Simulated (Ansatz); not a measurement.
AuCl₄, charge -1, singlet, geometry from GFN2-xTB (such geometries of metal compounds can be far from the true shape) (core potentials on Au) (a gas-phase anion, which may not be bound at this level). Base run: PBE0/def2-SVP (Ansatz, an electronic-structure program).

The Ansatz input:
Ansatz 0.2 input:
```yaml
crystal:
  periodic: [false, false, false]
  atoms:
    - {symbol: Au, position_ang: [-0.00000000, 0.00000000, -0.00000000]}
    - {symbol: Cl, position_ang: [2.10237282, -0.85465654, 0.00310144]}
    - {symbol: Cl, position_ang: [0.85465979, 2.10237254, -0.00228057]}
    - {symbol: Cl, position_ang: [-2.10237282, 0.85465654, -0.00310144]}
    - {symbol: Cl, position_ang: [-0.85465979, -2.10237254, 0.00228057]}
basis:
  gaussian:
    orbitals: def2-SVP
hamiltonian:
  xc: pbe0
total_charge: -1
```

Each row names what was changed in the base input (with any setting that the change needs).

| change | basis functions | E (Eh) |
|---|---|---|
| base | 104 | -1975.52712 |
| basis = ANO-RCC-VDZP; relativity = none | 131 | -17190.87405 |
| basis = ANO-RCC-VDZP; relativity = spin-free X2C | 131 | -20863.68570 |
| basis = ANO-RCC-VDZP; relativity = spin-free X2C; nucleus = Gaussian | 131 | -20859.90466 |
| basis = jorge-DZP-DKH; relativity = spin-free X2C | 159 | -20830.04115 |
| basis = x2c-SVPall; relativity = spin-free X2C; nucleus = Gaussian | 138 | -20858.77825 |
| basis = jorge-DZP-DKH; relativity = none | 159 | -19220.49454 |
| basis = jorge-DZP-DKH; relativity = spin-free X2C; nucleus = Gaussian | 159 | -20827.25416 |
| basis = x2c-SVPall; relativity = spin-free X2C | 138 | -20861.89458 |
| basis = x2c-SVPall; relativity = none | 138 | -17377.85360 |

Absolute energies of different levels of theory aren't comparable as measures of quality.

Ansatz warned in this series: the basis is contracted for relativity, which the run leaves out.

A gas-phase anion may not be bound at this level; its values then depend on the basis.

Basis sets contracted for a relativistic Hamiltonian are a mismatch without it, so the rows without relativity aren't non-relativistic limits. No row has spin-orbit coupling; sets with core potentials leave out the core electrons.
